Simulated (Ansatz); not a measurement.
`C[O][Zr]([NH2])([Cl])[O]C`. Charge 0, multiplicity 1. Zr takes the def2 core potential. Geometry: relaxed with PBE0-D4/def2-TZVP. It is one conformer, not always the lowest.

```xyz
15

C     2.320    0.831   -1.511
O     1.052    0.363   -1.189
Zr   -0.575   -0.414   -0.565
N    -2.080    0.850   -1.077
Cl   -0.854   -2.541   -1.628
O    -0.666   -0.667    1.323
C    -0.564   -0.891    2.691
H     2.808    0.153   -2.218
H     2.945    0.908   -0.615
H     2.253    1.822   -1.971
H    -2.954    0.955   -0.581
H    -2.072    1.487   -1.861
H    -0.851   -1.920    2.930
H    -1.225   -0.210    3.237
H     0.462   -0.727    3.036
```

Question: What is the dipole moment at B3LYP/def2-TZVPP? (Best estimate.)

Answer: Ansatz gave: 3.58 D, with components (0.94, 2.91, 1.85) D in this frame, pointing from negative to positive charge.

Question: And with PBE, r2SCAN, ωB97M-V? (Estimate.)

Answer: Ansatz gave: PBE 3.58 D, r2SCAN 3.63 D, ωB97M-V 3.56 D.

Question: Give the Mulliken charges with B3LYP, r2SCAN, ωB97M-V in def2-TZVPP. (Estimate.)

Answer: Ansatz gave: 
```
atom  B3LYP  r2SCAN  ωB97M-V
  C1  -0.11    0.01    -0.18
  O2  -0.49   -0.48    -0.47
 Zr3   1.29    1.29     1.22
  N4  -0.55   -0.60    -0.51
 Cl5  -0.38   -0.39    -0.34
  O6  -0.49   -0.48    -0.47
  C7  -0.11    0.01    -0.18
  H8   0.11    0.06     0.12
  H9   0.10    0.05     0.11
 H10   0.10    0.06     0.12
 H11   0.13    0.15     0.11
 H12   0.13    0.15     0.11
 H13   0.11    0.06     0.12
 H14   0.10    0.06     0.12
 H15   0.10    0.05     0.11
```

B3LYP here is the variant with VWN-RPA as its local correlation; programs differ in this.
